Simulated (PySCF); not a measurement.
C$_{2}$H$_{8}$Si$_{2}$ (SMILES C1[SiH2]C[SiH2]1), singlet, geometry from GFN2-xTB. Base run: DF-M062X/6-31G** (PySCF).

Here is a job for PySCF.
```python
from pyscf import gto, scf, dft

mol = gto.M(
    atom='''
C     0.252094    0.385150    1.246407
Si    1.345512   -0.266337   -0.189850
C    -0.253626   -0.395265   -1.242925
Si   -1.344790    0.271105    0.188208
H     0.499997    1.387923    1.584982
H     0.250765   -0.244754    2.132407
H     2.328275    0.697745   -0.691746
H     2.007125   -1.546267    0.077003
H    -0.256489    0.220533   -2.138708
H    -0.500352   -1.403859   -1.564856
H    -1.986513    1.559711   -0.085405
H    -2.343726   -0.677097    0.688412
''',
    basis='6-31g**',
    charge=0,
    spin=0,
    verbose=5,
)

mf = dft.RKS(mol)
mf.xc = 'm062x'
mf = mf.density_fit(auxbasis='def2-universal-jkfit')
mf.kernel()
```

Each row names what was changed in the base input (with any setting that the change needs).

```csv
change,basis functions,E (Eh),HOMO (eV),HOMO-LUMO gap (eV),dipole (D),core-seconds (rough)
base,104,-659.87548,-8.77,9.65,0.01,10
basis = STO-3G,36,-652.39398,-6.86,14.37,0.00,4
basis = 6-31G,60,-659.78922,-8.87,9.67,0.01,7
basis = 6-31+G*,96,-659.86994,-8.89,8.92,0.01,10
basis = pcseg-1,104,-659.87353,-8.94,9.50,0.01,20
basis = cc-pVDZ,104,-659.90200,-8.82,9.78,0.01,20
basis = pc-1,104,(withheld),(withheld),(withheld),0.01,20
basis = cc-pV(D+d)Z,114,-659.91597,-8.83,9.74,0.01,20
basis = 6-311G**,(withheld),(withheld),-8.89,(withheld),0.01,20
basis = def2-SVPD,152,-659.68459,-8.92,9.39,0.01,20
basis = 6-311++G**,(withheld),(withheld),-8.90,(withheld),0.01,20
"basis = 6-311+G(2d,p)",172,-659.95858,-8.90,8.90,0.01,30
basis = def2-TZVP,(withheld),(withheld),(withheld),(withheld),0.01,30
```

Q: Some entries are withheld; supply them.

A: 
- basis = pc-1, E (Eh): -659.89574
- basis = pc-1, HOMO (eV): -8.96
- basis = pc-1, HOMO-LUMO gap (eV): 9.73
- basis = 6-311G**, basis functions: 136
- basis = 6-311G**, E (Eh): -659.94999
- basis = 6-311G**, HOMO-LUMO gap (eV): 9.49
- basis = 6-311++G**, basis functions: 160
- basis = 6-311++G**, E (Eh): -659.95111
- basis = 6-311++G**, HOMO-LUMO gap (eV): 8.85
- basis = def2-TZVP, basis functions: 184
- basis = def2-TZVP, E (Eh): -659.96621
- basis = def2-TZVP, HOMO (eV): -8.88
- basis = def2-TZVP, HOMO-LUMO gap (eV): 9.41

Totals compare only among sets that treat the same electrons; sets with core potentials leave the core out.
